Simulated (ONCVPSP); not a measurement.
Logarithmic derivatives: C, ONCV

* Element: C
* Generator: ONCVPSP 4.0.1
* Type: optimised norm-conserving Vanderbilt (ONCV)
* Functional: PBE
* Relativity: scalar-relativistic
* Frozen core: [He]
* Valence charge: 4
* Reference configuration: 2s2 2p2
* Partial waves: 2s: rc 0.85 bohr, ncon 3, nbas 6, qcut 8.4 1/bohr, 2 projectors, debl 4 Ha; 2p: rc 2.65 bohr, ncon 4, nbas 7, qcut 5.5 1/bohr, 2 projectors, debl 0.8 Ha
* Local potential: polynomial inside 0.70 bohr (lpopt 1, dvloc0 4 Ha)
* Core correction: none

The phase is arctan(r·R′/R) of the radial function R(r), unwrapped; energies in Ha, scanned from -2 to 5 Ha. A pole is an energy at which the radial function vanishes at the test radius. The pseudo phase is shifted by a multiple of π to meet the all-electron one at the reference energy, and phase errors are pseudo minus all-electron; the curves can meet again beyond the range given. Levels narrower than the energy grid can be missing from the lists of poles.

Question: For each channel, where are the poles, and over which energies does the pseudopotential scatter like the atom?

Answer:

```tsv
channel	radius (bohr)	reference energy (Ha)	poles, all-electron	poles, pseudo	unbroken range about the reference energy with phases within 0.05 rad	phase error 1 Ha above the reference energy (rad)
s	0.86	-0.51	none	none	the whole range	-0.000
p	2.69	-0.19	-0.02, 2.11	-0.02, 2.10	below 3.3	-0.000
```

Phases in the p channel:

| E (Ha) | all-electron | pseudo |
| --- | --- | --- |
| -1.98 | 1.334 | 1.334 |
| -1.80 | 1.318 | 1.318 |
| -1.62 | 1.299 | 1.299 |
| -1.44 | 1.275 | 1.275 |
| -1.26 | 1.244 | 1.244 |
| -1.08 | 1.202 | 1.202 |
| -0.90 | 1.138 | 1.138 |
| -0.72 | 1.028 | 1.027 |
| -0.54 | 0.780 | 0.780 |
| -0.36 | -0.065 | -0.065 |
| -0.18 | -1.222 | -1.222 |
| 0.00 | -1.601 | -1.601 |
| 0.18 | -1.808 | -1.808 |
| 0.36 | -2.030 | -2.030 |
| 0.54 | -2.426 | -2.426 |
| 0.72 | -3.242 | -3.242 |
| 0.90 | -3.969 | -3.970 |
| 1.08 | -4.289 | -4.290 |
| 1.26 | -4.444 | -4.445 |
| 1.44 | -4.536 | -4.537 |
| 1.62 | -4.599 | -4.600 |
| 1.80 | -4.646 | -4.648 |
| 1.98 | -4.686 | -4.688 |
| 2.16 | -4.721 | -4.724 |
| 2.34 | -4.756 | -4.759 |
| 2.52 | -4.793 | -4.797 |
| 2.70 | -4.836 | -4.842 |
| 2.88 | -4.892 | -4.901 |
| 3.06 | -4.975 | -4.991 |
| 3.24 | -5.127 | -5.158 |
| 3.42 | -5.491 | -5.572 |
| 3.60 | -6.450 | -6.572 |
| 3.78 | -7.213 | -7.249 |
| 3.96 | -7.481 | -7.492 |
| 4.14 | -7.602 | -7.605 |
| 4.32 | -7.671 | -7.670 |
| 4.50 | -7.716 | -7.714 |
| 4.68 | -7.749 | -7.746 |
| 4.86 | -7.774 | -7.770 |
